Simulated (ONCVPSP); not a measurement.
**bromine: ONCV pseudisation with PBE, scalar-relativistic reference atom.**

ONCVPSP 4.0.1 was run on this input:

```
# ATOM AND REFERENCE CONFIGURATION
# atsym  z   nc   nv     iexc    psfile
  Br 35.00    6    2        4      upf
#
#   n    l    f
    1    0    2.00
    2    0    2.00
    2    1    6.00
    3    0    2.00
    3    1    6.00
    3    2   10.00
    4    0    1.75
    4    1    5.25
#
# PSEUDOPOTENTIAL AND OPTIMIZATION
# lmax
    1
#
#   l,   rc,      ep,       ncon, nbas, qcut
    0    1.45    0.00    3    6    4.40
    1    1.55    0.00    4    7    5.30
#
# LOCAL POTENTIAL
# lloc, lpopt,  rc(5),   dvloc0
    0    5    1.45    0.00
#
# VANDERBILT-KLEINMAN-BYLANDER PROJECTORs
# l, nproj, debl
    0    0    1.70
    1    2    0.40
#
# MODEL CORE CHARGE
# icmod, fcfact, rcfact
    1    0.50    0.00
#
# LOG DERIVATIVE ANALYSIS
# epsh1, epsh2, depsh
   -2.00    5.00    0.02
#
# OUTPUT GRID
# rlmax, drl
    6.00    0.01
#
# TEST CONFIGURATIONS
# ncnf
    4
# nvcnf
#   n    l    f
    2
    4    0    2.00
    4    1    5.00
#
    2
    4    0    2.00
    4    1    4.00
#
    2
    4    0    2.00
    4    1    3.00
#
    2
    4    0    1.00
    4    1    5.00
#
```

Command:

```bash
oncvpsp.x < Br.dat > Br.out
```

Output (shortened: citation, most of the input echo, consistency checks and plot data are left out):

```
ONCVPSP  (Optimized Norm-Conservinng Vanderbilt PSeudopotential)
scalar-relativistic version 4.0.1

#   n    l    f        energy (Ha)
    1    0    2.00    -4.8944722E+02
    2    0    2.00    -6.3704929E+01
    2    1    6.00    -5.6188058E+01
    3    0    2.00    -8.7638812E+00
    3    1    6.00    -6.3904186E+00
    3    2   10.00    -2.4662732E+00
    4    0    1.75    -7.4736366E-01
    4    1    5.25    -2.9445784E-01

Reference configufation results
  iterations    24
  all-electron total energy (Ha)   -2.60629973D+03

Begin loop to  construct optimized pseudo wave functions
and semi-local pseudopoentials for all angular momenta

Calculating optimized projector #   1

 for l=   0

    Fraction of norm inside rc  0.398862
    Optimizing pswf for qcut=   4.40 a_B^-1,  ecut=   9.66 Ha
    Residual kinetic energy error=  4.35D-03 Ha

    Energy error per electron        Cutoff
         Ha          eV             Ha
         0.01000     0.27211        8.37
         0.00100     0.02721       22.41
         0.00010     0.00272       44.73
         0.00001     0.00027       92.34

   Wellstate for l =  1  n =  5
     eigenvalue =   0.1055
     asymptotic potential =   0.6055
     half-point radius = 11.6105

Calculating optimized projector #   1

 for l=   1

    Fraction of norm inside rc  0.282043
    Optimizing pswf for qcut=   5.30 a_B^-1,  ecut=  14.04 Ha
    Residual kinetic energy error=  4.30D-04 Ha

    Energy error per electron        Cutoff
         Ha          eV             Ha
         0.01000     0.27211        4.25
         0.00100     0.02721       12.38
         0.00010     0.00272       25.77
         0.00001     0.00027       52.37

Calculating optimized projector #   2

 for l=   1

    Fraction of norm inside rc  0.038404
    Optimizing pswf for qcut=   5.30 a_B^-1,  ecut=  14.04 Ha
    Residual kinetic energy error=  8.51D-05 Ha

    Energy error per electron        Cutoff
         Ha          eV             Ha
         0.01000     0.27211        2.46
         0.00100     0.02721        7.89
         0.00010     0.00272       13.76
         0.00001     0.00027       65.07

Construct Vanderbilt / Kleinmman-Bylander projectors

B matrix Hermiticity error, ll=   1
   1   2    1.1756E-05

  Orthonormal projector coefficients -9.1892E+00  4.9752E+00

Model core correction analysis
  based on d2Exc/dn_idn_j

d2excae - all-electron derivatives

   -1.766242D-02   -1.000765D-02
   -1.097729D-02   -6.392410D-03

d2excps - pseudofunction derivatives with no core correction

   -2.415826D-02   -1.337356D-02
   -1.428077D-02   -8.050197D-03

rms 2nd derivative error    4.098368E-03

Polynomial model core charge

d2excps - pseudofunction derivatives with core correction

   -1.770572D-02   -1.022347D-02
   -1.119308D-02   -6.558697D-03

rms 2nd derivative error    1.751224E-04

Pseudoatom total energy  -13.381896

Diagnostic tests using Vanderbilt-Kleinman-Bylander pseudopotentials
  1 or more projectors used as specified by nproj input data

   l    rcore       rmatch      e in        delta e   norm test  slope test

   0   1.4581721   1.5024454  -0.7473637   0.0000208   1.0000122   1.0003105

   1   1.5573513   1.6046358  -0.2944578   0.0000000   1.0000394   0.9999963
   1   1.5573513   1.6046358   0.1055421   0.0000054   1.0001418   1.0001418

 Testing for bound ghosts
   n   l    E NL Schr. Eq   E Basis Diag.   E Cutoff

   2   1       -0.294458       -0.279334     90.92

 Testing for highly-localized positive-energy ghosts
       l    <radius>/rc     E Basis Diag.   E Cutoff

Test configuration 0

   n   l     f        eae           eps        diff
   1   0  2.0000 -489.44721700
   2   0  2.0000  -63.70492920
   2   1  6.0000  -56.18805798
   3   0  2.0000   -8.76388121
   3   1  6.0000   -6.39041856
   3   2 10.0000   -2.46627322
   4   0  1.7500   -0.74736366   -0.74734285    2.08D-05
   4   1  5.2500   -0.29445784   -0.29445781    3.26D-08

    Total energies and differences
      AE_ref= -2.60629973D+03  AE_tst= -2.60629973D+03  dif=  0.00D+00
      PS_ref= -1.33818961D+01  PS_tst= -1.33818961D+01  dif= -4.80D-14
      PSP excitation error=  4.80D-14

Test configuration 1

   n   l     f        eae           eps        diff
   1   0  2.0000 -489.43222259
   2   0  2.0000  -63.69027665
   2   1  6.0000  -56.17347329
   3   0  2.0000   -8.74909825
   3   1  6.0000   -6.37571341
   3   2 10.0000   -2.45184156
   4   0  2.0000   -0.73992800   -0.73977082    1.57D-04
   4   1  5.0000   -0.28883916   -0.28884016   -1.00D-06

    Total energies and differences
      AE_ref= -2.60629973D+03  AE_tst= -2.60641272D+03  dif= -1.13D-01
      PS_ref= -1.33818961D+01  PS_tst= -1.34948737D+01  dif= -1.13D-01
      PSP excitation error= -1.45D-05

Test configuration 2

   n   l     f        eae           eps        diff
   1   0  2.0000 -489.85009186
   2   0  2.0000  -64.10483209
   2   1  6.0000  -56.58846601
   3   0  2.0000   -9.16127904
   3   1  6.0000   -6.78781641
   3   2 10.0000   -2.86339271
   4   0  2.0000   -1.11700682   -1.11691312    9.37D-05
   4   1  4.0000   -0.64203818   -0.64206171   -2.35D-05

    Total energies and differences
      AE_ref= -2.60629973D+03  AE_tst= -2.60595137D+03  dif=  3.48D-01
      PS_ref= -1.33818961D+01  PS_tst= -1.30334318D+01  dif=  3.48D-01
      PSP excitation error= -1.03D-04

Test configuration 3

   n   l     f        eae           eps        diff
   1   0  2.0000 -490.33541981
   2   0  2.0000  -64.58373501
   2   1  6.0000  -57.06818863
   3   0  2.0000   -9.63552652
   3   1  6.0000   -7.26187731
   3   2 10.0000   -3.33636511
   4   0  2.0000   -1.53753508   -1.53775092   -2.16D-04
   4   1  3.0000   -1.03727758   -1.03741496   -1.37D-04

    Total energies and differences
      AE_ref= -2.60629973D+03  AE_tst= -2.60511493D+03  dif=  1.18D+00
      PS_ref= -1.33818961D+01  PS_tst= -1.21967831D+01  dif=  1.19D+00
      PSP excitation error= -3.14D-04

Test configuration 4

   n   l     f        eae           eps        diff
   1   0  2.0000 -489.90960713
   2   0  2.0000  -64.16308572
   2   1  6.0000  -56.64640455
   3   0  2.0000   -9.22017111
   3   1  6.0000   -6.84637976
   3   2 10.0000   -2.92083743
   4   0  1.0000   -1.14705786   -1.14776313   -7.05D-04
   4   1  5.0000   -0.66623804   -0.66640891   -1.71D-04

    Total energies and differences
      AE_ref= -2.60629973D+03  AE_tst= -2.60547347D+03  dif=  8.26D-01
      PS_ref= -1.33818961D+01  PS_tst= -1.25553060D+01  dif=  8.27D-01
      PSP excitation error= -3.34D-04
```

The run took about 4 s on one core of a shared server CPU.
